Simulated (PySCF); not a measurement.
The same groups moved round the core (butadiene methyl+boryl). Isolated molecules, 0 K electronic values unless said otherwise. One relaxed conformer stands for each flexible species; it need not be the lowest. Strings in code marks are SMILES.

The T1 excitation (TDA) from two functionals at the same geometries (CAM-B3LYP-D3(BJ)/def2-TZVP), both in PySCF: PBE-D3(BJ)/def2-TZVP and CAM-B3LYP-D3(BJ)/def2-TZVP. Excitations are Tamm–Dancoff values on a coarser integration grid. The basis has no diffuse functions, so Rydberg states are missing or too high.

```
species           PBE-D3(BJ)/def2-TZVP (eV)  CAM-B3LYP-D3(BJ)/def2-TZVP (eV)
----------------  -------------------------  -------------------------------
`BC(=C)C(=C)C`                         2.71                             3.03
`BC(=C)/C=C/C`                         2.51                             2.89
`BC(=C)/C=C\C`                         2.71                             3.08
`C(=C)/C=C(\C)B`                       2.52                             2.62
`B/C(C)=C\C=C`                         2.48                             2.63
`C(=C(\B)C=C)/C`                       2.77                             3.04
`C(/C=C)(B)=C\C`                       2.53                             2.88
`C(=C(/C=C)C)/B`                       2.70                             2.79
`B/C=C(\C)C=C`                         2.65                             2.75
`C(=C\B)/C=C/C`                        2.66                             2.76
```

Over these rows, drawn at random from the members with no instability flagged (it was tested for open shells, ions and some series alone), PBE minus CAM-B3LYP-D3(BJ): mean -0.22 eV, from -0.38 eV to -0.09 eV.
